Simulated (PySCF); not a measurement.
Input of a run (PBE0-D3(BJ)/def2-SVP geometry optimisation, gas phase (PySCF 2.14.0)), started from GFN2-xTB:
```
{"job": {"xc": "PBE0", "basis": "def2-SVP", "d3": "d3bj", "grid": 1, "shake": 0.01, "kind": "geom"}, "charge": 0, "multiplicity": 1}
C     -0.788660     2.855360     0.062480
C     -0.488030     1.733740     0.232410
Si    -0.029480    -0.030850     0.525060
C     -1.475210    -1.160440     0.277990
N      1.044720    -0.381810    -0.799760
C      2.225040    -0.749320    -0.895710
H     -1.084790     3.879440    -0.100770
H      0.541780    -0.140100     1.897160
H     -1.870410    -1.099470    -0.721440
H     -1.274330    -2.203710     0.503340
H     -2.329110    -0.869250     0.946950
H      2.905470    -0.958820    -0.045720
H      2.628830    -0.891670    -1.892300
```

Output (energies in Eh, forces in Eh/bohr):
```
step   0  E = -500.19281078  max force = 0.098332
step   1  E = -500.20050376  max force = 0.008659
step   2  E = -500.20092709  max force = 0.006124
step   3  E = -500.20109501  max force = 0.009126
step   4  E = -500.20133970  max force = 0.002749
step   5  E = -500.20138199  max force = 0.000768
step   6  E = -500.20139315  max force = 0.000601
step   7  E = -500.20139700  max force = 0.000461
step   8  E = -500.20140043  max force = 0.000310
optimisation converged
```

Q: Summarise the run.

A: The energy falls by 0.234 eV over 9 energy and gradient evaluations, the largest force component goes from 0.0983 to 3.1e-04 Eh/bohr, and the atoms move by 0.160 Å rms after alignment. The bond that changes most is C1≡C2 (terminal alkyne carbon to alkyne carbon), which lengthens by 0.043 Å. Bonds longer at the end by more than 0.005 Å: 8 of 12; shorter: 2. Among the angles that change most is Si3–N5–C6, from 134.9° to 124.2°. The energy never rose by more than 1e-6 Eh on the way. The first step brought 90 % of the lowering.

Q: What are the final bond lengths?

A: C1≡C2 1.217 Å, C2–Si3 1.837 Å, Si3–C4 1.864 Å, Si3–N5 1.759 Å, N5=C6 1.261 Å, C1–H7 1.076 Å, Si3–H8 1.501 Å, C4–H9 1.100 Å, C4–H10 1.101 Å, C4–H11 1.100 Å, C6–H12 1.113 Å, C6–H13 1.107 Å. Numbering counts from 1 in the input's order; the species is `C#C[Si@@H](C)N=C`.

The run used 123 basis functions and 63 SCF cycles in all. On an Arm Neoverse N1 with one thread, shared host with 64 logical CPUs at a one-minute load of 60, this took 84 s of wall time and 0.51 GiB of memory at its peak.

No frequency check. One conformer, not necessarily the lowest.

Conformer computed: `[CH:1]#[C:2][Si@@H:3]([CH3:4])[N:5]=[CH2:6]`: C2–Si3–N5–C6 117°.
